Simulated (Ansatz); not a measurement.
`[GeH3][SiH2][SiH2][GeH3]` from Hartree–Fock to CCSD(T)

Z-matrix (Å, degrees):
```
Ge
Si 1 2.380
H 1 1.538 2 110.1
H 1 1.538 2 111.2 3 120.2
H 1 1.538 2 110.3 3 -119.3
Si 2 2.335 1 109.7 3 62.9
H 2 1.490 1 109.0 3 -56.7
H 2 1.490 1 109.6 3 -175.1
Ge 6 2.380 2 109.7 1 -55.7
H 6 1.490 2 110.9 1 -177.0
H 6 1.490 2 109.3 1 63.7
H 9 1.538 6 110.3 2 -56.1
H 9 1.538 6 110.1 2 63.2
H 9 1.538 6 111.2 2 -176.5
```

Total charge 0; spin multiplicity 1. Correlated methods include outer-core shells of Ge, which these sets cover unevenly. Scalar relativity is left out up to krypton. The structure was optimised at the PBE0-D4/def2-TZVP level. It is one conformer, not always the lowest. Frozen core, restricted reference, the Gaussian-basis code of Ansatz.

```
     basis      HF (Eh)  MP2 corr.  CCSD corr.       (T)  CCSD(T) total
  def2-SVP  -4733.70126   -0.67974    -0.74180  -0.02146    -4734.46452
def2-TZVPP  -4734.43469   -0.78711           –         –              –
def2-QZVPP  -4734.53662   -1.33353           –         –              –
```
